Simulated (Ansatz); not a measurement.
```yaml
crystal:
  periodic: [false, false, false]
  atoms:
    - {symbol: Zr, position_ang: [-0.052122, 1.513625, -0.678714]}
    - {symbol: Zr, position_ang: [0.113712, -1.322820, -0.959099]}
    - {symbol: Si, position_ang: [1.240365, -0.045977, 0.839116]}
    - {symbol: Si, position_ang: [-1.332558, -0.096317, 0.777245]}
basis:
  gaussian: {orbitals: def2-TZVPD}
total_charge: -1
magnetization: {spin_polarized: true, initial_magnetization: 1}
hamiltonian: {xc: {name: wPBEh}}
scf: {omitted_lower_state_checks: [starts]}
output: {forces: true}
```

```sh
$ ansatz run in.yaml --threads 2 --pin off --events-out ev --progress --plain --max-ram 4352MiB
```

Output, abridged:

```
Functional definition: wPBEh
1390 factors; their error is unknown
104 factors; integrals over basis functions are off by at most 4.2e-6 eV
mean field evaluation 1: about -18301.2124 eV, gradient 3.1e1 eV
mean field evaluation 2: about -18190.0055 eV, gradient 1.1e2 eV
mean field evaluation 4: about -18304.1997 eV, gradient 2.2e1 eV
mean field evaluation 8: about -18307.5505 eV, gradient 8.3e-1 eV
mean field evaluation 16: about -18307.6084 eV, gradient 2.2e-2 eV
mean field evaluation 32: about -18307.6085 eV, gradient 1.5e-3 eV
mean field -18307.60847988 eV, -672.7922022927 hartree, gradient 1.5e-8 eV, S^2 0.793731; 0 other end points of the search recorded, 0 dependent functions left out
reference -18307.60851265 eV, -672.7922034970 hartree; 27, 26 occupied and 139, 140 virtual orbitals, 1390 factors
Total energy: -18307.60851265 eV, -672.7922034970 hartree
Atom 0 at    -0.052122     1.513625    -0.678714 Å, force     0.105781    -0.988479    -0.169324 eV/Å
Atom 1 at     0.113712    -1.322820    -0.959099 Å, force    -0.453932     0.949253    -0.049260 eV/Å
Atom 2 at     1.240365    -0.045977     0.839116 Å, force     0.343074     0.247628     0.366683 eV/Å
Atom 3 at    -1.332558    -0.096317     0.777245 Å, force     0.005077    -0.208402    -0.148099 eV/Å
Dipole moment:     0.049228     0.085712    -0.749845 e Å
Checks for a lower state left out: starts
```

It took 2.2 min on 2 threads of Arm Neoverse V1 on a shared host, peak host memory 0.86 GiB.

In the def2 sets Zr takes a core potential; there is no spin–orbit coupling.

The dipole of an ion depends on the origin.
